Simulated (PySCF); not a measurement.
**The electron affinity along the 4p block**

All values are computed (PySCF 2.14, energy differences of UHF-based or UKS calculations, no spin-orbit coupling). Values in eV. The last column holds reference values (measured affinities from photodetachment; the arrow runs from anion to atom). Unmarked ones compare directly (S terms, centres of terms, or small fine structure); those marked * lie between the lowest fine-structure levels and include a spin-orbit shift.

```json
{"element": "Ga (aug-cc-pVQZ-PP with one added diffuse shell each of s, p, d, f, g type with ECP10MDF, ECP)", "configurations": "[Ar] 3d10 4s2 4p2 → [Ar] 3d10 4s2 4p1", "UHF": "-0.065", "LDA": "n/a", "PBE": "0.443", "PBE0": "0.434", "r2SCAN": "0.533", "MP2 (valence)": "0.268", "reference": "0.301 *"}
{"element": "Ge (aug-cc-pVQZ-PP with one added diffuse shell each of s, p, d, f, g type with ECP10MDF, ECP)", "configurations": "[Ar] 3d10 4s2 4p3 → [Ar] 3d10 4s2 4p2", "UHF": "0.834", "LDA": "1.531", "PBE": "1.412", "PBE0": "1.371", "r2SCAN": "1.482", "MP2 (valence)": "1.322", "reference": "1.233 *"}
{"element": "As (aug-cc-pVQZ-PP with one added diffuse shell each of s, p, d, f, g type with ECP10MDF, ECP)", "configurations": "[Ar] 3d10 4s2 4p4 → [Ar] 3d10 4s2 4p3", "UHF": "-0.291", "LDA": "1.071", "PBE": "0.871", "PBE0": "0.758", "r2SCAN": "0.813", "MP2 (valence)": "0.538", "reference": "0.804 *"}
{"element": "Se (aug-cc-pVQZ-PP with one added diffuse shell each of s, p, d, f, g type with ECP10MDF, ECP)", "configurations": "[Ar] 3d10 4s2 4p5 → [Ar] 3d10 4s2 4p4", "UHF": "0.925", "LDA": "2.334", "PBE": "2.088", "PBE0": "2.007", "r2SCAN": "2.053", "MP2 (valence)": "1.937", "reference": "2.021 *"}
{"element": "Br (aug-cc-pVQZ-PP with one added diffuse shell each of s, p, d, f, g type with ECP10MDF, ECP)", "configurations": "[Kr] → [Ar] 3d10 4s2 4p5", "UHF": "2.337", "LDA": "3.712", "PBE": "3.440", "PBE0": "3.394", "r2SCAN": "3.453", "MP2 (valence)": "3.496", "reference": "3.364 *"}
```

The highest occupied level of the anion is positive for Ga⁻ at LDA, PBE, PBE0, r2SCAN; Ge⁻ at LDA, PBE, PBE0, r2SCAN; As⁻ at LDA, PBE, PBE0, r2SCAN; Se⁻ at LDA, PBE, PBE0, r2SCAN; Br⁻ at PBE, so there the basis helps to hold the electron.

"Valence" correlates the outer s and p shells and, in groups 3 to 12 and the f block, the outer d or f shell, open or full, or the next shell where the ion has no valence electron left; the wider scheme adds the next inner shell.
